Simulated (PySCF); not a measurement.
# Electronic absorption of C5H7F3

Species: C5H7F3.
SMILES: `C=CC(F)(CF)CF`

The calculation used TDDFT B3LYP/def2-SVPD, vertical, gas phase, core orbitals frozen in the response in PySCF. The structure is a single PBE0-D3(BJ)/def2-SVP conformer in the gas phase; no vibrational or solvent corrections. Torsions of this conformer, `[CH2:1]=[CH:2][C:3]([F:4])([CH2:5][F:6])[CH2:7][F:8]`: C1–C2–C3–F4 -8°, C2–C3–C5–F6 -60°, C2–C3–C7–F8 173°.

List the vertical singlet excitations with oscillator strengths and describe the spectrum.

```json
{"state": "S1", "E (eV)": "7.12", "λ (nm)": "174.1", "ν̃ (cm⁻¹)": "57430", "f": "0.318", "|μ| (D)": "3.43", "main configurations (H = HOMO, L = LUMO)": "H→L (84%)"}
{"state": "S2", "E (eV)": "7.37", "λ (nm)": "168.3", "ν̃ (cm⁻¹)": "59430", "f": "0.049", "|μ| (D)": "1.33", "main configurations (H = HOMO, L = LUMO)": "H→L+1 (88%)"}
{"state": "S3", "E (eV)": "7.52", "λ (nm)": "165.0", "ν̃ (cm⁻¹)": "60620", "f": "0.0052", "|μ| (D)": "0.43", "main configurations (H = HOMO, L = LUMO)": "H-1→L (84%), H-2→L (10%)"}
{"state": "S4", "E (eV)": "7.82", "λ (nm)": "158.6", "ν̃ (cm⁻¹)": "63040", "f": "0.0095", "|μ| (D)": "0.57", "main configurations (H = HOMO, L = LUMO)": "H→L+2 (85%)"}
{"state": "S5", "E (eV)": "8.07", "λ (nm)": "153.6", "ν̃ (cm⁻¹)": "65080", "f": "0.044", "|μ| (D)": "1.20", "main configurations (H = HOMO, L = LUMO)": "H-2→L (52%), H→L+3 (31%)"}
{"state": "S6", "E (eV)": "8.22", "λ (nm)": "150.9", "ν̃ (cm⁻¹)": "66290", "f": "0.056", "|μ| (D)": "1.34", "main configurations (H = HOMO, L = LUMO)": "H→L+3 (54%), H-2→L (18%)"}
```

The lowest singlet comes at 174 nm (687 kJ/mol) in the vacuum ultraviolet; it is strong; its leading configuration is HOMO→LUMO (84%). The lowest level is also the most intense of those listed (f = 0.318). Löwdin shares by element: HOMO carbon 81% or more (atoms not listed hold the other 19%); LUMO carbon 66% or more, hydrogen 11% or more (atoms not listed hold the other 23%). Weighted by f, the mean energy of these states is 7.38 eV. Of the 6 states listed, 4 reach f = 0.01 and none stays under 0.0005. Orbital energies (eV): HOMO-3 -10.01, HOMO-2 -9.61, HOMO-1 -9.41, HOMO -7.92, LUMO -0.72, LUMO+1 0.42, LUMO+2 0.78. The window holds the lowest 6 singlets.
